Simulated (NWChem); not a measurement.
System: LiCl; SMILES [Li][Cl]

Input file for NWChem:

```
start job
memory heap 200 mb stack 900 mb global 1100 mb
geometry units angstroms
  Li     0.000000     0.000000    -1.686673
  Cl     0.000000     0.000000     0.317050
end
basis spherical
  Li library 6-311g**
  Cl library 6-311g**
end
dft
  xc xpbe96 cpbe96
  iterations 150
end
driver
  maxiter 120
end
task dft optimize
task dft freq
```

Parts of the log:

```
             Northwest Computational Chemistry Package (NWChem) 7.3.0
             --------------------------------------------------------

 ORDER OF PRIMARY AXIS IS BEING SET TO 4
 C4V symmetry detected

                             Geometry "geometry" -> ""
                             -------------------------

 Output coordinates in angstroms (scale by  1.889725989 to convert to a.u.)

  No.       Tag          Charge          X              Y              Z
 ---- ---------------- ---------- -------------- -------------- --------------
    1 Li                   3.0000     0.00000000     0.00000000    -1.70316455
    2 Cl                  17.0000     0.00000000     0.00000000     0.30055845

 Effective nuclear repulsion energy (a.u.)      13.4689474039

      Symmetry information
      --------------------

 Group name             C4v
 Group number             18
 Group order               8
 No. of unique centers     2

                                Z-matrix (autoz)
                                --------

 Units are Angstrom for bonds and degrees for angles

      Type          Name      I     J     K     L     M      Value
      ----------- --------  ----- ----- ----- ----- ----- ----------
    1 Stretch                  1     2                       2.00372

  pbe96 is a nonlocal functional; adding pw91lda local functional.

                           NWChem Geometry Optimization
                           ----------------------------

 maximum gradient threshold         (gmax) =   0.000450
 rms gradient threshold             (grms) =   0.000300
 maximum cartesian step threshold   (xmax) =   0.001800
 rms cartesian step threshold       (xrms) =   0.001200
 fixed trust radius                (trust) =   0.300000
 source of zmatrix                         =   autoz

          -------------------
          Energy Minimization
          -------------------

 Using diagonal initial Hessian
 Scaling for Hessian diagonals: bonds = 1.00  angles = 0.25  torsions = 0.10

          --------
          Step   0

                                 NWChem DFT Module
                                 -----------------

 Summary of "ao basis" -> "ao basis" (spherical)
 ------------------------------------------------------------------------------
       Tag                 Description            Shells   Functions and Types
 ---------------- ------------------------------  ------  ---------------------
 Li                         6-311g**                 8       18   4s3p1d
 Cl                         6-311g**                12       26   6s5p1d

      Symmetry analysis of basis
      --------------------------

        a1         20
        a2          0
        b1          2
        b2          2
        e          20

            General Information
            -------------------
          SCF calculation type: DFT
          Wavefunction type:  closed shell.
          No. of atoms     :     2
          No. of electrons :    20
           Alpha electrons :    10
            Beta electrons :    10
          Charge           :     0
          Spin multiplicity:     1
          Use of symmetry is: on ; symmetry adaption is: on
          Maximum number of iterations: 150
          AO basis - number of functions:    44
                     number of shells:    20
          Convergence on energy requested:  1.00D-06
          Convergence on density requested:  1.00D-05
          Convergence on gradient requested:  5.00D-04

              XC Information
              --------------
          PerdewBurkeErnzerhof Exchange Functional  1.000
            Perdew 1991 LDA Correlation Functional  1.000 local
           PerdewBurkeErnz. Correlation Functional  1.000 non-local

             Grid Information
             ----------------
          Grid used for XC integration:  medium
          Radial quadrature: Mura-Knowles
          Angular quadrature: Lebedev.
          Tag              B.-S. Rad. Rad. Pts. Rad. Cut. Ang. Pts.
          ---              ---------- --------- --------- ---------
          Li                  1.45       49          11.0       434
          Cl                  1.00       88          10.0       590
          Grid pruning is: on
          Number of quadrature shells:   137
          Spatial weights used:  Erf1

      Superposition of Atomic Density Guess
      -------------------------------------

 Sum of atomic energies:        -466.90886203

      Non-variational initial energy
      ------------------------------

 Total energy =    -466.841182
 1-e energy   =    -670.932610
 2-e energy   =     190.622481
 HOMO         =      -0.466889
 LUMO         =      -0.049528

      Symmetry analysis of molecular orbitals - initial
      -------------------------------------------------

 !! scf_movecs_sym_adapt:    4 vectors were symmetry contaminated

  Symmetry fudging

 !! scf_movecs_sym_adapt:    4 vectors were symmetry contaminated

  Numbering of irreducible representations:

     1 a1          2 a2          3 b1          4 b2          5 e

  Orbital symmetries:

[...]

      ----------------------
      Optimization converged
      ----------------------

  Step       Energy      Delta E   Gmax     Grms     Xrms     Xmax
  ---- ---------------- -------- -------- -------- -------- --------
@    3    -467.59338414 -3.3D-08  0.00000  0.00000  0.00022  0.00038
                                     ok       ok       ok       ok

                                Z-matrix (autoz)
                                --------

 Units are Angstrom for bonds and degrees for angles

      Type          Name      I     J     K     L     M      Value     Gradient
      ----------- --------  ----- ----- ----- ----- ----- ---------- ----------
    1 Stretch                  1     2                       2.02901   -0.00000

                         Geometry "geometry" -> "geometry"
                         ---------------------------------

 Output coordinates in angstroms (scale by  1.889725989 to convert to a.u.)

  No.       Tag          Charge          X              Y              Z
 ---- ---------------- ---------- -------------- -------------- --------------
    1 Li                   3.0000     0.00000000     0.00000000    -1.71580813
    2 Cl                  17.0000     0.00000000     0.00000000     0.31320203

 Effective nuclear repulsion energy (a.u.)      13.3010864608

      Symmetry information
      --------------------

 Group name             C4v
 Group number             18
 Group order               8
 No. of unique centers     2

                Final and change from initial internal coordinates
                --------------------------------------------------

                                Z-matrix (autoz)
                                --------

 Units are Angstrom for bonds and degrees for angles

      Type          Name      I     J     K     L     M      Value       Change
      ----------- --------  ----- ----- ----- ----- ----- ---------- ----------
    1 Stretch                  1     2                       2.02901    0.02529

 ==============================================================================
                                internuclear distances
 ------------------------------------------------------------------------------
       center one      |      center two      | atomic units |  angstroms
 ------------------------------------------------------------------------------
    2 Cl               |   1 Li               |     3.83427  |     2.02901
 ------------------------------------------------------------------------------
                         number of included internuclear distances:          1
 ==============================================================================

[second-derivative integrals and response iterations left out]

  Vibrational analysis via the FX method

  See chapter 2 in "Molecular Vibrations" by Wilson, Decius and Cross

  Vib: Default input used

[...]

 Rotational Constants
 --------------------
 A=   0.000000 cm-1  (  0.000000 K)
 B=   0.700734 cm-1  (  1.008178 K)
 C=   0.700734 cm-1  (  1.008178 K)

 Temperature                      =   298.15K
 frequency scaling parameter      =   1.0000

 Linear Molecule

 Zero-Point correction to Energy  =    0.901 kcal/mol  (  0.001435 au)
 Thermal correction to Energy     =    2.472 kcal/mol  (  0.003939 au)
 Thermal correction to Enthalpy   =    3.064 kcal/mol  (  0.004883 au)

 Total Entropy                    =   50.802 cal/mol-K
   - Translational                =   37.114 cal/mol-K (mol. weight =  41.9849)
   - Rotational                   =   13.287 cal/mol-K (symmetry #  =        1)
   - Vibrational                  =    0.400 cal/mol-K

 Cv (constant volume heat capacity) =    5.933 cal/mol-K
   - Translational                  =    2.979 cal/mol-K
   - Rotational                     =    1.986 cal/mol-K
   - Vibrational                    =    0.968 cal/mol-K

[normal modes left out]

 ----------------------------------------------------------------------------
 Normal Eigenvalue ||           Projected Infra Red Intensities
  Mode   [cm**-1]  || [atomic units] [(debye/angs)**2] [(KM/mol)] [arbitrary]
 ------ ---------- || -------------- ----------------- ---------- -----------
    1        0.000 ||    0.075122           1.733        73.232      14.453
    2        0.000 ||    0.075122           1.733        73.232      14.453
    3        0.000 ||    0.015071           0.348        14.692       2.900
    4        0.000 ||    0.015071           0.348        14.692       2.900
    5        0.000 ||    0.000000           0.000         0.000       0.000
    6      630.410 ||    0.131482           3.033       128.176      25.296
 ----------------------------------------------------------------------------
```

Level: PBE/6-311G** (spherical d).
